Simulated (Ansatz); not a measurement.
Ansatz (a first-principles code) input:

Ansatz 0.2 input:
```yaml
crystal:
  periodic: [false, false, false]
  atoms:
    - {symbol: Si, position_ang: [-0.41828065, -0.39935109, -0.40157578]}
    - {symbol: Cl, position_ang: [1.83855979, -0.10169961, -0.13748794]}
    - {symbol: H, position_ang: [-0.72369264, 1.05371869, -0.54599880]}
    - {symbol: H, position_ang: [-0.69934873, -0.55338574, 1.05540125]}
basis:
  gaussian:
    orbitals: def2-TZVP
hamiltonian:
  xc: b3lyp
  dispersion: d3bj
total_charge: -1
relax: {f_tol: 0.002, max_steps: 150}
```

Task: What final total energy does it print?

Result: -751.01341 Eh (B3LYP-D3(BJ)/def2-TZVP). The basis has 86 functions.

It need not be the lowest isomer of its formula. Whether it binds its extra electron was not tested at this geometry.
